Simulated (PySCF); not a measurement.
Species: RuO₄ (singlet state).
Structure used (PBE0-D3(BJ)/def2-SVP), in Å, numbered top down from 1:
```
atom  x, y, z in Å
Ru1   -0.0005    0.0000    0.0001
O2     0.0204   -0.0156    1.6636
O3     1.5611    0.0074   -0.5720
O4    -0.7923    1.3628   -0.5331
O5    -0.7887   -1.3546   -0.5585
```

Computed with PySCF, PBE0-D3(BJ)/def2-SVP geometry optimisation, gas phase, def2 core potentials past Kr.

(1) Which atoms are bound to Ru1, and at what distances?

(2) What is the shape at Ru1?

(3) What are the rotational constants (commonest isotopes, rigid rotor)?

Answers

(1) 4 atoms: O3 1.663 Å, O2 1.664 Å, O5 1.664 Å, O4 1.664 Å.

(2) Tetrahedral: angles from 109.4° to 109.5°; τ4 = (360° − α − β)/141° = 1.00 with α and β the two widest (0 for a square, 1 for a tetrahedron).

(3) A = 4283, B = 4282, C = 4278 MHz: a spherical top.

Point group: Td (every atom within 0.08 Å of its image). Charge 0, singlet. Stationary, but not proved a minimum.

Hardware: one thread of an Arm Neoverse V2, no GPU, shared host with 96 logical CPUs at a one-minute load of 73. Cost: 17 s wall, 0.34 GiB resident at most. This is the geometry optimisation.
